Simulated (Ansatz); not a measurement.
Basis sets compared for the cluster Cs₃Ge₃Br₉. The state is a singlet with charge 0. Geometry PBE-D4/def2-SVP. Ansatz on 2 threads of AMD EPYC 7R13 on a shared host and a share (18 GiB) of an NVIDIA H100 80GB HBM3; times are rough, and most runs start from earlier orbitals.

| atom | x (Å) | y (Å) | z (Å) |
| --- | --- | --- | --- |
| Cs1 | 1.265 | 3.573 | 0.173 |
| Cs2 | -1.513 | -1.140 | 0.663 |
| Cs3 | -0.106 | -0.688 | 5.310 |
| Ge4 | 0.797 | 3.150 | -4.769 |
| Ge5 | -2.359 | -4.069 | 4.228 |
| Ge6 | 1.323 | 0.134 | -2.486 |
| Br7 | -0.784 | 1.464 | -1.880 |
| Br8 | 2.693 | 3.337 | -3.088 |
| Br9 | -0.151 | -3.581 | 3.073 |
| Br10 | -1.587 | -3.699 | 6.559 |
| Br11 | -3.319 | -1.738 | 3.841 |
| Br12 | 2.025 | 3.663 | -6.758 |
| Br13 | 0.302 | -2.113 | -2.363 |
| Br14 | 1.028 | 0.453 | -5.011 |
| Br15 | 0.385 | 1.253 | 2.507 |

In the def2 sets Cs takes a core potential; there is no spin–orbit coupling. Single mean-field runs in def2-SVP, def2-TZVP are fitted with def2-universal-jkfit. Another isomer (singlet) lies 0.34 eV lower at PBE0-D4/def2-TZVP; other spin states weren't run for this one.

Binding counts from free atoms (Cs doublet, Ge triplet, Br doublet) in the same basis, without a counterpoise term.

```csv
level,functions,energy (Eh),HOMO (eV),LUMO (eV),binding per atom (eV),wall time
PBE-D4/def2-SVP,456,-29451.6923,-5.83,-2.23,2.83,6 s
PBE0-D4/def2-SVP,456,-29452.6217,-6.88,-1.59,2.76,7 s
```

**Question.** Estimate the rows for PBE-D4/def2-TZVP (with forces), PBE0-D4/def2-TZVP.

**Answer.** 
| level | functions | energy (Eh) | HOMO (eV) | LUMO (eV) | binding per atom (eV) | wall time |
| --- | --- | --- | --- | --- | --- | --- |
| PBE-D4/def2-TZVP (with forces) | 663 | -29455.2791 | -5.95 | -2.33 | 2.80 | 15 s |
| PBE0-D4/def2-TZVP | 663 | -29456.2053 | -6.95 | -1.65 | 2.74 | 11 s |
